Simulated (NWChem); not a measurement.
# Total energies of arsenic trifluoride (AsF3)

SMILES: F[As](F)F
```xyz
4

F      0.7389    -0.4892     1.2818
As     0.0009     0.3989     0.0000
F      0.7389    -0.4892    -1.2818
F     -1.4811    -0.4842     0.0000
```
Charge 0, spin multiplicity 1.

Program: NWChem. All single points use one geometry, from PBE0/def2-SVP, a minimum by its harmonic frequencies.

Basis set: def2-TZVP (141 functions).

| method | total energy (Ha) | relative cost |
|---|---|---|
| RHF | -2532.73305 | 1 |
| MP2 | -2533.74345 | under 3 |
| B2PLYP | -2535.10603 | 4 |
| PBE | -2535.02030 | under 3 |
| B3LYP | -2535.67001 | under 3 |
| M06-2X | -2535.54288 | under 3 |

Total energies of different functionals aren't comparable as a measure of quality: only differences taken within one method are. Relative cost: rough, from shared machines, SCF included, RHF = 1.

The Hamiltonian is non-relativistic. The correlated methods keep 12 core orbitals frozen. B3LYP has NWChem's definition, with VWN1-RPA local correlation.
